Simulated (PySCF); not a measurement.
Compound: C3H10GeOSi.
Cartesian coordinates in Å at the PBE0-D3(BJ)/def2-SVP level; atoms count from 1:
```xyz
16
C3H10GeOSi angstrom
C      2.575   -1.139   -0.751
C      2.134   -0.455    0.310
Ge     1.275    1.272    0.136
O     -0.426    1.136    0.647
Si    -1.665    0.093    0.277
C     -1.446   -1.559    1.130
H      2.478   -0.749   -1.771
H      3.055   -2.119   -0.654
H      2.249   -0.888    1.311
H      1.314    1.700   -1.345
H      1.882    2.332    1.068
H     -2.936    0.737    0.724
H     -1.732   -0.121   -1.207
H     -0.535   -2.066    0.775
H     -1.367   -1.428    2.221
H     -2.306   -2.216    0.925
```

The closed-shell ground state was solved at several levels (PySCF, density fitting, gas phase). Relativistic effects, spin–orbit coupling among them, are left out although an element past zinc is present.

```
              level  basis functions  total energy (Eh)  HOMO (eV)  LUMO (eV)  gap (eV)  dipole (D)
      PBE0/pcSseg-1              183         -2561.2255      -8.04      -0.76      7.28        2.02
CAM-B3LYP/def2-SVPD              225         -2561.6365      -9.41       0.29      9.70        2.02
```

(1) What might mPW1PW91/pcSseg-1 (183 basis functions) give for the same quantities?

(2) Over all these levels, which gives the widest orbital gap and which the narrowest?

(3) How far do the dipole and the HOMO energy spread over the levels?

## Answers

(1) Total energy -2561.9759 Eh, HOMO -8.08 eV, LUMO -0.77 eV, gap 7.31 eV, dipole 2.02 D.

(2) CAM-B3LYP/def2-SVPD (range-separated hybrid) has the widest, 9.70 eV, and PBE0/pcSseg-1 (global hybrid, 25 % exact exchange) the narrowest, 7.28 eV. Functional and basis both differ between the two, so the spread mixes both effects.

(3) The dipole runs from 2.02 to 2.02 D (mean 2.02 D) and the HOMO from -9.41 to -8.04 eV.

One conformer stands for the species.
